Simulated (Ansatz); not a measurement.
```yaml
crystal:
  periodic: [false, false, false]
  atoms:
    - {symbol: Ge, position_ang: [1.523300, -0.301544, -0.292077]}
    - {symbol: Ge, position_ang: [-0.107722, -2.078983, -0.712341]}
    - {symbol: Ge, position_ang: [-1.396829, -0.450812, 0.585117]}
    - {symbol: Ge, position_ang: [-0.102694, 1.505193, -0.085754]}
    - {symbol: H, position_ang: [-0.541190, 2.050847, -1.452276]}
    - {symbol: H, position_ang: [-0.550523, -2.153437, -2.199306]}
    - {symbol: H, position_ang: [1.978761, -0.538123, 1.184418]}
    - {symbol: H, position_ang: [-0.941072, -0.687353, 2.061528]}
    - {symbol: H, position_ang: [0.137970, 2.654212, 0.910690]}
basis:
  gaussian: {orbitals: def2-TZVP, initial_orbitals: start.molden}
magnetization: {spin_polarized: true, initial_magnetization: 1}
hamiltonian: {xc: {name: CAM-B3LYP}, dispersion: d4}
scf: {omitted_lower_state_checks: [starts]}
output: {orbitals: {seedname: orbitals}}
```

The file start.molden holds the orbitals of an earlier run on this structure, at another level or in another basis.

```sh
$ ansatz run in.yaml --threads 4 --pin off --events-out ev --progress --plain --max-ram 4787MiB
```

Q: Does this run fit into the memory that it is given?

A: No. It has 222 basis functions, and Ansatz plans for 4.73 GiB where 4.67 GiB are given.
